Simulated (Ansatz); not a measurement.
One change: `[O]=[W]([Cl])([Cl])([Cl])[Cl]` becomes `C[O][W](=[O])([Cl])([Cl])[Cl]`.

Ansatz, PBE0-D4/def2-TZVP geometries, multiplicity 1. Each molecule was computed in one conformer, which needn't be the lowest.

Elements past krypton have def2 core potentials.

| property | `[O]=[W]([Cl])([Cl])([Cl])[Cl]` |
| --- | --- |
| size of the dipole moment (ωB97M-V/def2-TZVPP) / D | 0.53 |
| size of the dipole moment (B3LYP/def2-TZVPP) / D | 0.64 |
| zero-point energy (PBE0-D4/def2-TZVP) / kJ/mol | 23.2 |
| HOMO energy (PBE/def2-TZVPP) / eV | -7.60 |
| LUMO energy (ωB97M-V/def2-TZVPP) / eV | -2.97 |
| HOMO–LUMO gap (PBE0/def2-TZVPP) / eV | 4.02 |

Q: Give the same properties after the change, and the shifts. (Best estimate.)

A: Computed: 
```
                                          property  `C[O][W](=[O])([Cl])([Cl])[Cl]`  shift
size of the dipole moment (ωB97M-V/def2-TZVPP) / D                             3.61   3.08
  size of the dipole moment (B3LYP/def2-TZVPP) / D                             3.68   3.04
    zero-point energy (PBE0-D4/def2-TZVP) / kJ/mol                            130.3  107.1
                 HOMO energy (PBE/def2-TZVPP) / eV                            -7.30   0.30
             LUMO energy (ωB97M-V/def2-TZVPP) / eV                            -1.86   1.11
              HOMO–LUMO gap (PBE0/def2-TZVPP) / eV                             4.82   0.80
```

With PBE0 the HOMO rises by 0.26 eV and the LUMO rises by 1.06 eV, so the gap widens by about 0.80 eV. PBE moves the HOMO by 0.30 eV and ωB97M-V by 0.22 eV. The zero-point energy changes by 107.1 kJ/mol with +12 modes. Dipoles are sizes alone; their direction can turn.

B3LYP here is the variant with VWN-RPA as its local correlation; programs differ in this.
